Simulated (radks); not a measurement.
Values are calculated unless marked as measured or tabulated.
The cobalt ion Co+ inside a hard spherical wall (all orbitals vanish at R), configuration held at [Ar] 3d8 and not refilled when levels cross. Level of theory: scalar-relativistic Kohn-Sham, PBE, spin-unpolarised, spherical densities, point nucleus (a radial shooting solver on a logarithmic mesh with Libxc functionals). Eigenvalues in eV, with the zero of energy where the potential of the charges vanishes at infinity; a dash marks a level that is unbound or too diffuse for the functional's potential to be trusted. A positive occupied level is held by the wall or, in an anion where self-interaction has pushed it up, behind a barrier. The pressure on the wall is -dE/dV.

R (bohr),E (hartree),kinetic (hartree),e(2p),e(3s),e(3p),e(3d),"e(4s, empty)","e(4p, empty)",pressure (GPa)
free,-1392.90816,1410.881,-772.49,-105.62,-69.019,-12.242,-11.159,-6.372,0
10,-1392.90816,1410.881,-772.49,-105.62,-69.018,-12.242,-11.159,-6.357,< 0.0001
7,-1392.90778,1410.885,-772.45,-105.58,-68.981,-12.207,-11.085,-6.024,0.0310
6,-1392.90612,1410.899,-772.33,-105.46,-68.865,-12.099,-10.863,-5.440,0.220
5,-1392.89754,1410.956,-771.86,-105.03,-68.447,-11.705,-10.057,-3.878,1.64
4,-1392.85213,1411.196,-770.20,-103.57,-67.025,-10.325,-7.141,0.613,13.9
3.5,-1392.77602,1411.543,-768.16,-101.85,-65.353,-8.635,-3.346,5.802,44.2
2,-1390.15033,1422.082,-736.88,-79.488,-42.903,17.238,69.233,88.306,4110
1.5,-1381.44935,1453.804,-682.52,-41.519,-2.487,63.183,213.96,235.31,37800
